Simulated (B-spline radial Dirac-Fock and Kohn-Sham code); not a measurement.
## Total conversion coefficients at 50 keV, Co to Eu

Calculated with an atomic code on a B-spline grid, using a Dirac-Hartree-Slater potential of the neutral atom with a Latter tail (no hole, which puts coefficients of high multipoles low close above an edge), finite nucleus with surface currents. Subshells within 1 keV of threshold and pair formation are left out.

```
 Z  element     E1    E2     M1    M2        M5
27       Co  0.385  7.45  0.275  5.42     35700
28       Ni  0.416  7.92  0.318  6.28     40900
29       Cu  0.448  8.38  0.367  7.24     46500
30       Zn  0.481  8.85  0.422  8.34     53000
31       Ga  0.514  9.32  0.484  9.56     60300
32       Ge  0.549  9.79  0.553  10.9     68400
33       As  0.584  10.3  0.630  12.4     77600
34       Se  0.621  10.7  0.716  14.1     87900
35       Br  0.657  11.2  0.812  16.0     99500
36       Kr  0.695  11.7  0.918  18.1    113000
37       Rb  0.733  12.1   1.04  20.4    128000
38       Sr  0.772  12.6   1.17  23.0    144000
40       Zr  0.850  13.6   1.47  28.9    185000
41       Nb  0.890  14.1   1.64  32.3    210000
42       Mo  0.931  14.6   1.83  36.0    237000
43       Tc  0.972  15.1   2.04  40.2    269000
44       Ru   1.01  15.6   2.27  44.6    305000
45       Rh   1.05  16.1   2.52  49.5    346000
46       Pd   1.09  16.7   2.80  54.8    393000
47       Ag   1.14  17.3   3.10  60.7    447000
48       Cd   1.18  17.9   3.43  67.0    508000
49       In   1.22  18.6   3.79  74.0    578000
50       Sn   1.26  19.3   4.19  81.5    657000
51       Sb   1.30  20.1   4.62  89.7    748000
52       Te   1.35  20.9   5.08  98.5    851000
53        I   1.39  21.9   5.59   108    969000
54       Xe   1.43  22.8   6.15   119  1.10e+06
55       Cs   1.47  23.9   6.76   130  1.26e+06
56       Ba   1.51  25.1   7.41   142  1.43e+06
57       La   1.55  26.4   8.13   155  1.62e+06
58       Ce   1.59  27.8   8.91   170  1.84e+06
59       Pr   1.63  29.3   9.76   185  2.08e+06
60       Nd   1.67  31.0   10.7   202  2.36e+06
61       Pm   1.71  32.8   11.7   219  2.67e+06
62       Sm   1.75  34.8   12.7   239  3.02e+06
63       Eu   1.79  37.1   13.9   259  3.41e+06
```
